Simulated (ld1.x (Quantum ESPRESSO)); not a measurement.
**Transferability test, TM potential for niobium (Nb)**

- Element: Nb (Z = 41)
- Generator: ld1.x (Quantum ESPRESSO) 7.5
- Type: norm-conserving Troullier–Martins (Kleinman–Bylander form)
- Functional: PBE
- Relativity: scalar-relativistic
- Frozen core: [Kr]
- Valence charge: 5
- Reference configuration: 4d4 5s0.5 5p0.5
- Partial waves: 5s (bound): rc 2.40 bohr; 5p (bound): rc 3.50 bohr; 4d (bound): rc 1.60 bohr
- Local potential: all-electron potential smoothed inside 2.00 bohr (lloc = -1)
- Core correction: none

Energies are relative to the spin-unpolarised reference configuration 4d4 5s0.5 5p0.5; without spin polarisation the order of configurations can differ from experiment.

```csv
valence configuration,charge,ΔE all-electron (eV),error AE − PS (meV)
4d4 5s1 5p0,0,-1.454,+2.1
4d3 5s0 5p0,+2,19.223,+80
4d4.5 5s0.5 5p0,0,-0.896,-6.3
4d5 5s0 5p0,0,-0.185,-19
4d4 5s0.5 5p0,+0.5,1.184,+0.4
```

Question: What are ΔE and the potential's error for 4d4 5s0 5p0?

Answer: ΔE = 5.183 eV all-electron; the error (AE − PS) is +17 meV.

Question: What are ΔE and the potential's error for 4d2 5s0 5p0?

Answer: ΔE = 43.947 eV all-electron; the error (AE − PS) is +120 meV.

Levels in the configuration 4d3 5s0 5p0:

| level | all-electron (eV) | pseudo (eV) |
| --- | --- | --- |
| 4d | -19.100 | -19.045 |

Note: ghost state, extra bound levels that the all-electron valence spectrum of the same l lacks: s at -37.3 eV. A true bound ghost makes a file unfit for plane-wave use.
